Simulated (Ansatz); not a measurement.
```yaml
crystal:
  periodic: [true, true, true]
  atoms:
    - {symbol: C, position_ang: [0.800157, -1.772860, 0.132784]}
    - {symbol: C, position_ang: [0.550264, -0.323298, -0.130247]}
    - {symbol: C, position_ang: [1.524331, 0.483786, -0.700953]}
    - {symbol: C, position_ang: [1.259430, 1.824230, -0.930575]}
    - {symbol: N, position_ang: [0.102030, 2.398391, -0.630922]}
    - {symbol: C, position_ang: [-0.827127, 1.623470, -0.085184]}
    - {symbol: C, position_ang: [-0.675182, 0.269648, 0.190888]}
    - {symbol: C, position_ang: [-1.790053, -0.510947, 0.808381]}
    - {symbol: H, position_ang: [0.698722, -2.004290, 1.197228]}
    - {symbol: H, position_ang: [1.801127, -2.065400, -0.184928]}
    - {symbol: H, position_ang: [0.076983, -2.401161, -0.395383]}
    - {symbol: H, position_ang: [2.490563, 0.068860, -0.967219]}
    - {symbol: H, position_ang: [2.016087, 2.463963, -1.376937]}
    - {symbol: H, position_ang: [-1.771442, 2.108481, 0.155359]}
    - {symbol: H, position_ang: [-2.657621, 0.125326, 0.988028]}
    - {symbol: H, position_ang: [-2.106670, -1.337419, 0.164925]}
    - {symbol: H, position_ang: [-1.491598, -0.950790, 1.764752]}
basis:
  gaussian: {orbitals: STO-3G, nuclear_model: gaussian}
hamiltonian: {xc: {name: HF}}
correlation: {method: bccd_t}
```

```sh
$ ansatz run in.yaml --threads 2 --pin off --events-out ev --progress --plain --max-ram 32768MiB --backend cpu
```

(1) How does Ansatz answer? (Estimate.)

## Answers

(1) Computed: The program refused the input.
```
Error: YAML parse error: error: line 2 column 3: crystal: missing field `lattice` (a structure is typed as `lattice` and `atoms`, a molecule's as `atoms` in Å alone, or read from a run's directory, `checkpoint`)
 --> <input>:2:3
1 | crystal:
2 |   periodic: [true, true, true]
3 |   atoms:
4 |     - {symbol: C, position_ang: [0.800157, -1.772860, 0.132784]}
```
